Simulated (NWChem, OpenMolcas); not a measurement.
# Exact exchange and the dipole moment of SiH3I

SiH3I: 5 atoms, total charge 0, spin state singlet. SMILES: `[SiH3]I`. The shape is that of a PBE0-D4/def2-TZVP optimisation.

The dipole moment y, in D, basis def2-TZVP with a core potential; a is the functional's share of exact exchange. Programs: NWChem 7.3.0, OpenMolcas 26.06.

```
functional     program     a  y (D)
      TPSS      NWChem     0   1.07
    revPBE      NWChem     0   1.01
     B3LYP  OpenMolcas   0.2   1.13
      PBE0      NWChem  0.25      ?
     BHLYP      NWChem   0.5   1.25
```

Q: Fit y = c + s·a to the known rows and predict PBE0.

A: 
1. Means of the 4 rows: a = 0.1750, y = 1.115.
2. Σ(Δa)² = 0.1675, Σ(Δa·Δy) = 0.0705, so the slope is 0.0705/0.1675 = 0.4209.
3. Intercept: 1.115 − (0.4209) × 0.1750 = 1.041. The largest residual of the fit is 0.031.
4. PBE0: 1.041 + (0.4209) × 0.25 = 1.15 D.

The run gave 1.14 D, so the prediction is off by +0.01 D, within the scatter of the fit. More exact exchange makes the molecule more polar here. The rows mix families of semi-local functionals, which the line can't see.
